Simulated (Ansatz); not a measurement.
Reaction (formal exchange of groups at a Ga–Se bond): `C[CH2][GaH][SeH]` + `COCN` → `C[CH2][GaH][NH2]` + `COC[SeH]`

Calculated with Ansatz (gas phase, PBE0-D4/def2-TZVP geometries, no zero-point term in ΔE). CCSD(T)/CBS adds triple-zeta CCSD(T) − MP2 to the extrapolated MP2 energy (def2 sets, frozen cores). This one scheme is used for every species. Functionals use def2-TZVPP. For Ga, Se outer-core shells are correlated without core-valence functions, which leaves a few kJ/mol of doubt a bond. Scalar relativity is left out up to krypton. Each species was taken in one conformer, which may not be the lowest.

`C[CH2][GaH][SeH]`:

Cartesian coordinates in Å:
```
C 1.159 0.640 -0.209
C -0.328 0.926 -0.064
Ga -1.487 -0.638 0.251
Se -0.548 -2.770 0.371
H 1.569 0.166 0.686
H 1.730 1.557 -0.380
H 1.362 -0.028 -1.050
H -0.515 1.620 0.763
H -0.720 1.427 -0.956
H -3.041 -0.620 0.439
H 0.819 -2.281 0.148
```

`COCN`:

```xyz
11

C     0.240    1.190   -0.786
O    -0.651    0.783    0.213
C    -0.738   -0.622    0.357
N     0.400   -1.286    0.907
H    -0.004    0.730   -1.755
H     0.154    2.273   -0.882
H     1.283    0.949   -0.542
H    -1.593   -0.779    1.017
H    -0.959   -1.074   -0.620
H     0.667   -0.892    1.800
H     1.200   -1.273    0.290
```

`C[CH2][GaH][NH2]`:

```xyz
12

C     1.118    0.269    1.069
C     0.277   -0.941    0.676
Ga   -0.988   -0.614   -0.800
N    -1.017    1.065   -1.501
H     0.493    1.106    1.392
H     1.726    0.626    0.233
H     1.803    0.042    1.891
H     0.919   -1.780    0.386
H    -0.299   -1.305    1.534
H    -1.980   -1.640   -1.446
H    -1.618    1.352   -2.254
H    -0.434    1.820   -1.182
```

`COC[SeH]`:

Cartesian coordinates in Å:
```
C -0.950 -0.093 -0.937
O 0.441 0.099 -0.989
C 1.085 -0.131 0.209
Se 0.764 1.213 1.629
H -1.423 0.636 -0.269
H -1.331 0.046 -1.948
H -1.197 -1.107 -0.594
H 0.834 -1.106 0.640
H 2.156 -0.077 0.021
H -0.378 0.519 2.238
```

```
       level  ΔE (eV)
      r2SCAN     0.65
HF/CBS(def2)     0.78
```

What does CCSD(T)/CBS give? (Best estimate.)

Computed: +0.59 eV. The listed levels differ from it by 0.06, 0.19 eV.

Largest T1 diagnostic among the species: 0.012.

In def2-TZVPP, CCSD(T) changes the Hartree–Fock value by −0.19 eV (the triples alone add −0.02 eV) and MP2 by −0.21 eV. From PBE to PBE0 (25 % exact exchange), in def2-TZVPP and without D4, ΔE moves by +0.07 eV.
